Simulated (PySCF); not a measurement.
CdH4OSi. Atoms are numbered in the order given.

```xyz
7

Cd    -0.0262     0.9704     0.0000
H     -0.4546     2.5512     0.0000
O      0.5994    -0.9108     0.0000
Si    -0.1396    -2.3749     0.0000
H     -1.0152    -2.5741    -1.2067
H      0.9040    -3.4493     0.0000
H     -1.0152    -2.5741     1.2067
```
Charge 0, spin multiplicity 1.

Geometry: PBE-D3(BJ)/def2-TZVP. The def2 effective core potentials stand for the cores of Cd; spin–orbit coupling is left out.

Level of theory: PBE-D3(BJ)/def2-TZVP run with PySCF.

Frequencies are harmonic and unscaled.

| mode | ν (cm⁻¹) | IR (km/mol) | moving atoms (share of kinetic energy) |
|---|---|---|---|
| 1 | 34 | 0.7 | H 67 %, O 30 % |
| 2 | 91 | 1.0 | O 38 %, Si 33 %, H 16 %, Cd 12 % |
| 3 | 422 | 17.6 | O 41 %, Si 24 %, Cd 18 %, H 18 % |
| 4 | 460 | 40.4 | H 95 % |
| 5 | 469 | 39.0 | H 87 %, O 9 % |
| 6 | 693 | 47.5 | H 84 %, Si 9 % |
| 7 | 702 | 44.9 | H 80 %, O 10 %, Si 10 % |
| 8 | 919 | 65.4 | H 96 % |
| 9 | 927 | 59.1 | H 95 % |
| 10 | 958 | 148.9 | O 66 %, H 22 %, Si 12 % |
| 11 | 963 | 507.6 | H 73 %, Si 19 % |
| 12 | 1885 | 88.1 | H 99 % |
| 13 | 2107 | 181.1 | H 96 % |
| 14 | 2113 | 121.6 | H 98 % |
| 15 | 2147 | 147.8 | H 97 % |
